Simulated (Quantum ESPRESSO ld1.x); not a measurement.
Ni, configuration [Ar] 3d8 4s2 (the NIST ground configuration). Calculated with ld1.x of Quantum ESPRESSO 7.5: Dirac Kohn-Sham, relativistic LDA (MacDonald-Vosko exchange, VWN5 correlation), spin-unpolarised, spherical densities, point nucleus; open shells fill j = l - 1/2 first.

Unscreened Slater integrals over Kohn-Sham orbitals (cm^-1). Large and small components are both included.

integral          value
F0(4s1/2,4s1/2)   71373
F0(4s1/2,3d5/2)   91572
G2(4s1/2,3d5/2)   10798
F0(4s1/2,3d3/2)   91649
G2(4s1/2,3d3/2)   10634
F0(4s1/2,3p3/2)   93733
G1(4s1/2,3p3/2)  4705.6
F0(3d5/2,3d5/2)  204730
F2(3d5/2,3d5/2)   91957
F4(3d5/2,3d5/2)   56714
F0(3d5/2,3d3/2)  205470
F2(3d5/2,3d3/2)   92317
G2(3d5/2,3d3/2)   92232
G4(3d5/2,3d3/2)   56892
F0(3d5/2,3p3/2)  226010
F2(3d5/2,3p3/2)  104550
G1(3d5/2,3p3/2)  129200
G3(3d5/2,3p3/2)   77858
F0(3d3/2,3d3/2)  206210
F2(3d3/2,3d3/2)   92683
F0(3d3/2,3p3/2)  226900
F2(3d3/2,3p3/2)  105030
G1(3d3/2,3p3/2)  129730
G3(3d3/2,3p3/2)   78196
F0(3p3/2,3p3/2)  253530
F2(3p3/2,3p3/2)  126180
